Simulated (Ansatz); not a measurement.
C4H12Si2, SMILES CC[SiH2]/C=C/[SiH3].

Geometry optimised at B3LYP-D3(BJ)/def2-SVP. The structure was generated by enumeration; whether it is a known compound was not checked. One conformer was computed; it need not be the lowest.

Two levels are set side by side: PBE/def2-SVPD (Ansatz, an electronic-structure program) and CAM-B3LYP/def2-SVPD (Ansatz). Energy differences of separate SCF runs at the same geometry; the states with an electron removed or added have multiplicity 2 and 2. Differences are taken from unrounded values.

| quantity | CAM-B3LYP |
|---|---|
| vertical ionisation energy (eV) | 9.70 |
| vertical singlet–triplet gap (eV) | 4.01 |

Q: What does PBE give, and how far is it from CAM-B3LYP? (The exact figures need the calculation; the answer reports its results.)

A: 
| quantity | PBE | PBE minus CAM-B3LYP |
|---|---|---|
| vertical ionisation energy (eV) | 9.12 | -0.58 |
| vertical singlet–triplet gap (eV) | 4.02 | 0.00 |
